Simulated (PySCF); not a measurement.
C3H8AlF2N, singlet, geometry from GFN2-xTB (such geometries of metal compounds can be far from the true shape); CASSCF(6,5)/STO-3G (PySCF).

PySCF was given this input:
```python
from pyscf import gto, scf, mcscf
import numpy

mol = gto.Mole()
mol.atom = '''
    Al    0.836773   -0.462231    0.593136
    F     2.104430    0.581305    0.690376
    F     1.060174   -2.020597    1.069960
    N    -0.751415    0.094258    0.012245
    C    -1.897659   -0.790353   -0.104273
    C    -0.940698    1.439076   -0.502321
    C    -0.944761    1.504385   -2.028442
    H    -2.184004   -0.951375   -1.147229
    H    -2.757002   -0.375529    0.432948
    H    -1.643338   -1.754268    0.334572
    H    -1.880755    1.847149   -0.110353
    H    -0.116620    2.052711   -0.127015
    H    -1.794907    0.969144   -2.443133
    H    -0.995128    2.539175   -2.356476
    H    -0.029116    1.057182   -2.412616
'''
mol.basis = 'sto-3g'
mol.charge = 0
mol.spin = 0
mol.verbose = 4
mol.build()

mf = scf.RHF(mol)
mf.kernel()
mc = mcscf.CASSCF(mf, 5, 6)
mc.fix_spin_(ss=0.0)
mc.kernel()
occ = numpy.linalg.eigvalsh(mc.fcisolver.make_rdm1(mc.ci, mc.ncas, mc.nelecas))[::-1]
ss = mc.fcisolver.spin_square(mc.ci, mc.ncas, mc.nelecas)[0]
print('natural occupations', occ.round(4), ' <S^2>', round(ss, 4))
```

### Question
Predict the main parts of the log of this PySCF run.

### Answer

```
PySCF version 2.14.0

[INPUT] verbose = 4
[INPUT] num. atoms = 15
[INPUT] num. electrons = 64
[INPUT] charge = 0
[INPUT] spin (= nelec alpha-beta = 2S) = 0
[INPUT] symmetry False subgroup None
[INPUT] Mole.unit = angstrom
[INPUT] Symbol           X                Y                Z      unit          X                Y                Z       unit  Magmom
[...]
nuclear repulsion = 381.6673929647
number of shells = 31
number of NR pGTOs = 141
number of NR cGTOs = 47
basis = sto-3g
ecp = {}

******** <class 'pyscf.scf.hf.RHF'> ********
method = RHF
initial guess = minao
damping factor = 0
level_shift factor = 0
DIIS = <class 'pyscf.scf.diis.CDIIS'>
diis_start_cycle = 1
diis_space = 8
diis_damp = 0
SCF conv_tol = 1e-09
SCF conv_tol_grad = None
SCF max_cycles = 50
direct_scf = True
direct_scf_tol = 1e-13
Set gradient conv threshold to 3.16228e-05
Initial guess from minao.
init E= -606.221957995053
[...]
cycle= 1 E= -605.707004558662  delta_E= 0.515  |g|= 0.537  |ddm|=  4.6
[...]
cycle= 2 E= -605.83386028179  delta_E= -0.127  |g|= 0.12  |ddm|= 1.01
[...]
cycle= 3 E= -605.839683265945  delta_E= -0.00582  |g|= 0.0351  |ddm|= 0.194
[...]
cycle= 4 E= -605.840408154291  delta_E= -0.000725  |g|= 0.00829  |ddm|= 0.0798
[...]
cycle= 5 E= -605.840453216429  delta_E= -4.51e-05  |g|= 0.00257  |ddm|= 0.0201
[...]
cycle= 6 E= -605.840458499008  delta_E= -5.28e-06  |g|= 0.000459  |ddm|= 0.00751
[...]
cycle= 7 E= -605.840458695406  delta_E= -1.96e-07  |g|= 9.15e-05  |ddm|= 0.00158
[...]
cycle= 8 E= -605.840458703171  delta_E= -7.77e-09  |g|= 2.27e-05  |ddm|= 0.000295
[...]
cycle= 9 E= -605.840458703603  delta_E= -4.31e-10  |g|= 5.26e-06  |ddm|= 7.19e-05
[...]
Extra cycle  E= -605.840458703617  delta_E= -1.46e-11  |g|= 2.33e-06  |ddm|= 1.11e-05
converged SCF energy = -605.840458703617

******** <class 'pyscf.mcscf.mc1step.CASSCF'> ********
CAS (3e+3e, 5o), ncore = 29, nvir = 13
max_cycle_macro = 50
max_cycle_micro = 4
conv_tol = 1e-07
conv_tol_grad = None
orbital rotation max_stepsize = 0.02
orbital rotation threshold for CI restart = 0.01
augmented hessian ah_max_cycle = 30
augmented hessian ah_conv_tol = 1e-12
augmented hessian ah_linear dependence = 1e-14
augmented hessian ah_level shift = 1e-08
augmented hessian ah_start_tol = 2.5
augmented hessian ah_start_cycle = 3
augmented hessian ah_grad_trust_region = 3
kf_trust_region = 3
kf_interval = 4
ci_response_space = 4
ci_grad_trust_region = 3
with_dep4 0
natorb = False
canonicalization = True
sorting_mo_energy = False
[...]
CASCI E = -605.844593739994  S^2 = 0.0000000
[...]
macro iter  23 ( 15 JK    4 micro), CASSCF E = -605.870038098660  dE =  1.04574724e-04  S^2 = 0.0000000
               |grad[o]|=0.00115  |grad[c]|=0.0185  |ddm|=0.00822  |maxRot[o]|=0.116
macro iter  24 ( 21 JK    4 micro), CASSCF E = -605.870050198383  dE = -1.20997228e-05  S^2 = 0.0000000
               |grad[o]|=0.00107  |grad[c]|=0.00161  |ddm|=0.000446  |maxRot[o]|=0.0117
macro iter  25 (  7 JK    2 micro), CASSCF E = -605.870106478105  dE = -5.62797222e-05  S^2 = 0.0000000
               |grad[o]|=0.000799  |grad[c]|=0.000381  |ddm|=0.00165  |maxRot[o]|=0.0383
macro iter  26 (  7 JK    2 micro), CASSCF E = -605.870158929326  dE = -5.24512203e-05  S^2 = 0.0000000
               |grad[o]|=0.00063  |grad[c]|=0.00275  |ddm|=0.00242  |maxRot[o]|=0.0517
macro iter  27 (  6 JK    2 micro), CASSCF E = -605.870178099920  dE = -1.91705940e-05  S^2 = 0.0000000
               |grad[o]|=0.000401  |grad[c]|=0.00321  |ddm|=0.000503  |maxRot[o]|=0.0428
macro iter  28 ( 14 JK    4 micro), CASSCF E = -605.870135294320  dE =  4.28055993e-05  S^2 = 0.0000000
               |grad[o]|=0.000206  |grad[c]|=0.0104  |ddm|=0.00221  |maxRot[o]|=0.0682
macro iter  29 ( 17 JK    4 micro), CASSCF E = -605.870154886005  dE = -1.95916843e-05  S^2 = 0.0000000
               |grad[o]|=0.000634  |grad[c]|=0.00118  |ddm|=0.000388  |maxRot[o]|=0.0178
macro iter  30 (  7 JK    2 micro), CASSCF E = -605.870175954927  dE = -2.10689226e-05  S^2 = 0.0000000
               |grad[o]|=0.000374  |grad[c]|=0.00245  |ddm|=0.00124  |maxRot[o]|=0.0369
macro iter  31 (  7 JK    2 micro), CASSCF E = -605.870179622018  dE = -3.66709037e-06  S^2 = 0.0000000
               |grad[o]|=0.000185  |grad[c]|=0.00103  |ddm|=7.43e-05  |maxRot[o]|=0.0222
macro iter  32 (  7 JK    1 micro), CASSCF E = -605.870179832149  dE = -2.10131589e-07  S^2 = 0.0000000
               |grad[o]|=6.66e-05  |grad[c]|=0.000277  |ddm|=2.84e-05  |maxRot[o]|=0.00366
macro iter  33 (  6 JK    1 micro), CASSCF E = -605.870179865602  dE = -3.34523520e-08  S^2 = 0.0000000
               |grad[o]|=3.5e-05  |grad[c]|=0.000112  |ddm|=1.82e-05  |maxRot[o]|=0.00146
1-step CASSCF converged in  33 macro (375 JK  88 micro) steps
CASSCF canonicalization
Density matrix diagonal elements [1.99342875 1.98342154 1.98832068 0.01962179 0.01520724]
CASSCF energy = -605.870179865602
CASCI E = -605.870179865602  E(CI) = -10.8329067498595  S^2 = 0.0000000
natural occupations [1.9987 1.9872 1.9805 0.0192 0.0144]  <S^2> 0.0
```
